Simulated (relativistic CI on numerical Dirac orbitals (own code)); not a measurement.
Inner-shell lines of Ir43+

Calculated at this level of theory: Dirac-Coulomb-Breit CI, KLI orbitals optimised for each configuration, model QED (radiative potential, 1s self-energy scaled to tabulated hydrogen-like ionisation energies), valence Slater integrals scaled by 0.9 (own radial code, finite nucleus).

Configurations in the expansion (outside the closed core [Ne] 3s2 3d10): 3p6.4s2.4p4, 3p5.4s2.4p4.4d, 3p5.4s2.4p4.5s, 3p5.4s2.4p4.5d, 3p6.4s.4p5, 3p5.4s.4p5.5d, 3p5.4s.4p5.5s. Levels of other configurations are missing.

The table holds the strongest lines. The upper levels have an inner-shell vacancy. Auger decay, open to those above the ionisation limit, is not computed, and radiative decays to configurations outside the model are missing too. Absolute energies can be off by a few tenths of a per cent, and at this charge the scaling can make term splittings too narrow, so close lines can change order. LS names give the leading component, which can be well under half, for lower levels too. Brackets number the levels in order of energy.

| E (eV) | Upper | Lower | A (s⁻¹) | gA (s⁻¹) |
| --- | --- | --- | --- | --- |
| 2545.5 | 3p5.4s2.4p4.4d 3D°_3 [34] | 3p6.4s2.4p4 3P_2 [1] | 1.08e+14 | 7.54e+14 |
| 2548.3 | 3p5.4s2.4p4.4d 1P°_1 [39] | 3p6.4s2.4p4 1S_0 [2] | 5.91e+13 | 1.77e+14 |
| 2548.4 | 3p5.4s2.4p4.4d 3D°_2 [81] | 3p6.4s2.4p4 3P_1 [3] | 6.83e+13 | 3.41e+14 |
| 2549.2 | 3p5.4s2.4p4.4d 1F°_3 [89] | 3p6.4s2.4p4 1D_2 [4] | 1.04e+14 | 7.29e+14 |
| 2549.4 | 3p5.4s2.4p4.4d 1P°_1 [90] | 3p6.4s2.4p4 1D_2 [4] | 6.00e+13 | 1.80e+14 |
| 2551.3 | 3p5.4s2.4p4.4d 3D°_1 [110] | 3p6.4s2.4p4 3P_0 [6] | 1.20e+14 | 3.61e+14 |
| 2552.2 | 3p5.4s2.4p4.4d 3D°_1 [86] | 3p6.4s2.4p4 3P_1 [3] | 9.12e+13 | 2.73e+14 |
| 2552.5 | 3p5.4s2.4p4.4d 1D°_2 [95] | 3p6.4s2.4p4 1D_2 [4] | 9.71e+13 | 4.86e+14 |
| 2552.6 | 3p5.4s2.4p4.4d 3P°_2 [37] | 3p6.4s2.4p4 3P_2 [1] | 6.37e+13 | 3.19e+14 |
| 2892.4 | 3p5.4s2.4p4.4d 3P°_2 [116] | 3p6.4s2.4p4 3P_2 [1] | 4.78e+13 | 2.39e+14 |
| 2894.7 | 3p5.4s2.4p4.4d 1F°_3 [141] | 3p6.4s2.4p4 1D_2 [4] | 5.12e+13 | 3.58e+14 |
| 2894.8 | 3p5.4s2.4p4.4d 3D°_3 [119] | 3p6.4s2.4p4 3P_2 [1] | 5.15e+13 | 3.61e+14 |
| 2896.8 | 3p5.4s2.4p4.4d 3D°_2 [140] | 3p6.4s2.4p4 3P_1 [3] | 3.21e+13 | 1.60e+14 |
| 3346.4 | 3p5.4s2.4p4.5d 3D°_3 [211] | 3p6.4s2.4p4 3P_2 [1] | 4.14e+13 | 2.90e+14 |
| 3347.5 | 3p5.4s2.4p4.5d 3P°_2 [215] | 3p6.4s2.4p4 3P_2 [1] | 3.28e+13 | 1.64e+14 |
| 3350.2 | 3p5.4s2.4p4.5d 1D°_2 [284] | 3p6.4s2.4p4 1D_2 [4] | 3.36e+13 | 1.68e+14 |
| 3355.4 | 3p5.4s.4p5.5d 3D_3 [349] | 3p6.4s.4p5 3P°_2 [5] | 2.27e+13 | 1.59e+14 |
| 3356.4 | 3p5.4s2.4p4.5d 3D°_1 [364] | 3p6.4s2.4p4 3P_0 [6] | 6.05e+13 | 1.82e+14 |
| 3357.5 | 3p5.4s2.4p4.5d 3D°_3 [297] | 3p6.4s2.4p4 1D_2 [4] | 2.50e+13 | 1.75e+14 |
| 3711.5 | 3p5.4s2.4p4.5d 3D°_3 [413] | 3p6.4s2.4p4 3P_2 [1] | 2.37e+13 | 1.66e+14 |
